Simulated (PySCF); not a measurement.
CH₄ClFOSi. Atoms are numbered in the order given.

```xyz
9

Si     0.0759     0.1558     0.4484
F     -0.0076     1.7402     0.1247
Cl     1.8593    -0.5662    -0.2485
O     -1.1145    -0.6300    -0.3550
C     -2.5038    -0.3734    -0.2558
H     -0.0124     0.0053     1.9134
H     -2.7479     0.6496    -0.5897
H     -2.8695    -0.5031     0.7788
H     -3.0335    -1.0889    -0.9014
```
Charge 0, spin multiplicity 1.

Coordinates come from a B3LYP-D3(BJ)/def2-SVP optimisation. The values are those of a single conformer.

Level of theory: PBE/def2-TZVP (PySCF).

Isolated molecule, no solvent.

Problem. Estimate the frontier levels, gap, dipole moment and polarisability. (Estimate from the structure and the level; the computed values follow.)

Solution. 
The highest occupied level is -7.37 eV, the lowest empty level is -0.20 eV and the orbital gap comes out as 7.17 eV. The dipole moment is 2.16 D. The quadrupole, principal values (traceless, Buckingham form, about the centre of nuclear charge) comes out as -5.78, -0.27, 6.04 D·Å and the mean static polarisability comes out as 52.3 bohr³ (7.75 Å³). The polarisability, principal values comes out as 44.1, 47.7, 65.0 bohr³.
